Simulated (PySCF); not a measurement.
Compound: C6H8F2O.
Z-matrix (Å and degrees, PBE0-D3(BJ)/def2-SVP geometry), rows numbered from 1:
```
C 
C   1  1.3441
C   2  1.4579  1  123.79
C   3  1.3410  2  124.45  1   179.39
C   4  1.4882  3  125.01  2   179.24
O   2  1.3710  1  123.67  3  -179.41
C   6  1.3593  2  119.11  1   -21.95
F   7  1.3313  6  107.09  2  -162.28
F   7  1.3465  6  110.89  2    80.53
H   1  1.0896  2  122.95  3   175.34
H   1  1.0899  2  118.86  3    -2.22
H   3  1.0945  2  115.20  1    -1.39
H   4  1.0955  3  117.74  2    -0.47
H   5  1.1033  4  110.88  3  -119.53
H   5  1.1030  4  110.95  3   122.73
H   5  1.0997  4  112.10  3     1.51
H   7  1.1055  6  112.17  2   -40.95
```

Method: PySCF 2.14.0, PBE0-D3(BJ)/def2-SVP geometry optimisation, gas phase.

Masses are those of the commonest isotopes; rigid-rotor values at the optimised geometry. The values belong to one conformer with, in the numbering `[CH2:1]=[C:2](/[CH:3]=[CH:4]/[CH3:5])[O:6][CH:7]([F:8])[F:9]`, C1–C2–C3–C4 179°, C1–C2–O6–C7 -22°, C2–O6–C7–F8 -162°.

Question: Give the principal moments of inertia and the rotational constants in GHz.

Answer: Ia = 168.26, Ib = 594.85, Ic = 732.58 u·Å²; 505379 MHz·u·Å²/I gives 3004, 849.6 and 689.9 MHz, that is A = 3.0036, B = 0.8496, C = 0.6899 GHz.

Question: Classify the top.

Answer: An asymmetric top. Ray's parameter κ = (2B − A − C)/(A − C) = -0.862; −1 is the prolate and +1 the oblate limit.

Question: Is it planar, by Δ = Ic − Ia − Ib?

Answer: Not planar: Δ = Ic − Ia − Ib = -30.52 u·Å². For a rigid frame Δ = −2 Σ m c², so Σ m c² = 15.26 u·Å² lies off the ab plane: 3.63 from hydrogen and 11.63 from heavier atoms. The atom farthest from that plane is 1.27 Å away.

Question: Predict some low-J microwave lines.

Answer: The dipole components are |μa| = 1.75 D, |μb| = 0.83 D, |μc| = 1.20 D. Intensities carry the squares of the components, which stand as 1.00 : 0.22 : 0.47 (a : b : c). Some lines, for components of 0.1 D or more:

| type | branch | J(Ka,Kc) | MHz | lower level (cm⁻¹) |
| --- | --- | --- | --- | --- |
| a | R | 1(0,1) ← 0(0,0) | 1539 | 0.000 |
| a | Q | 4(1,3) ← 4(1,4) | 1595 | 0.561 |
| b | R | 5(1,4) ← 4(2,3) | 2136 | 0.811 |
| c | Q | 1(1,1) ← 1(0,1) | 2154 | 0.051 |
| b | Q | 1(1,0) ← 1(0,1) | 2314 | 0.051 |
| b | R | 3(0,3) ← 2(1,2) | 2582 | 0.221 |
| a | R | 3(1,3) ← 2(1,2) | 4374 | 0.221 |
| a | R | 4(0,4) ← 3(0,3) | 6074 | 0.307 |
| a | R | 4(3,1) ← 3(3,0) | 6176 | 0.979 |
| b | R | 3(1,3) ← 2(0,2) | 6376 | 0.154 |
| c | Q | 2(2,1) ← 2(1,1) | 6462 | 0.237 |
| b | R | 4(1,4) ← 3(0,3) | 7614 | 0.307 |
| a | R | 5(2,4) ← 4(2,3) | 7678 | 0.811 |
| a | R | 5(3,2) ← 4(3,1) | 7730 | 1.185 |
| b | Q | 5(2,4) ← 5(1,5) | 7930 | 0.803 |
| b | Q | 5(3,2) ← 5(2,3) | 10960 | 1.077 |
| c | R | 3(2,2) ← 2(1,2) | 11559 | 0.221 |
| c | R | 4(2,3) ← 3(1,3) | 13337 | 0.366 |
| c | Q | 5(4,2) ← 5(3,2) | 15606 | 1.443 |
| c | R | 3(3,0) ← 2(2,0) | 15784 | 0.452 |
| c | R | 4(4,0) ← 3(3,0) | 21796 | 0.979 |
| c | R | 4(4,1) ← 3(3,1) | 21796 | 0.979 |
| b | R | 4(4,0) ← 3(3,1) | 21796 | 0.979 |
| b | R | 5(4,2) ← 4(3,1) | 23336 | 1.185 |

Question: Estimate the classical rotational partition function at 10 K, 50 K and 298.15 K.

Answer: Point group C1, symmetry number σ = 1; q = (√π/σ)·√((kT/h)³/(ABC)), k/h = 20836.6 MHz/K: 4020 at 10 K, 44900 at 50 K, 654000 at 298.15 K.

No PBE0-D3(BJ)/def2-SVP frequencies stand behind this structure, so it isn't proved a minimum. No vibrational averaging or centrifugal distortion is included, and the geometry carries the error of its method. A rigid rotor knows nothing of internal rotation, which can split or shift real lines.
